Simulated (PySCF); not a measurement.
A structure optimised at B3LYP-D3(BJ)/def2-SVP, used in a PySCF frequency run:

```xyz
5

Cl     0.0000     0.0000     2.7757
Sn     0.0000     0.0000     0.4179
I      2.2196     1.2815    -0.4282
I     -2.2196     1.2815    -0.4282
I      0.0000    -2.5630    -0.4282
```

**Question.** Write its SMILES, formula and point group.

**Answer.** [Cl][Sn]([I])([I])[I], ClI3Sn, C3v

**Question.** What are its rotational constants (standard atomic weights)?

**Answer.** 0.31319, 0.31319, 0.20209 GHz
